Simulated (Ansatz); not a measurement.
Several settings on one geometry of Be2Te2 (that of the charge 0 singlet, PBE0-D4/def2-TZVP). Ansatz on 4 threads of Arm Neoverse V1 on a shared host; times are rough.

Cartesian coordinates in Å:
```
Be 0.524 -0.105 -0.896
Be -0.524 0.105 0.896
Te -1.565 -0.973 -0.801
Te 1.565 0.973 0.801
```

Totals from different functionals, basis sets or treatments of relativity can't be compared as stabilities.

In the def2 sets Te takes a core potential; there is no spin–orbit coupling.

The spins typed aren't always the lowest for that charge.

(1) Give the basis size and estimate the energy, ⟨S²⟩ and time of these runs.

```
run                      method  charge    state                                                                         further keys
  1    ROKS ωB97M-V/def2-mTZVPP      -1  doublet                                                 pseudopotentials: {relativity: none}
  2  ROKS r2SCAN0-D4/def2-mTZVP       1  doublet  pseudopotentials: {relativity: none}; scf: {lower_state_search: full}; forces asked
  3         UKS SVWN5/def2-TZVP       0  triplet                            scf: {omitted_lower_state_checks: [starts]}; forces asked
```

## Answers

(1) 
| run | functions | energy (Eh) | ⟨S²⟩ | wall time |
| --- | --- | --- | --- | --- |
| 1 | 94 | -565.6139 | – | 9 s |
| 2 | 94 | -565.4808 | – | 11 s |
| 3 | 138 | -564.4253 | 2.01 | 1.1 s |

The highest occupied level of an anion often lies above zero with these methods, and sets without diffuse functions describe the outer electron poorly.
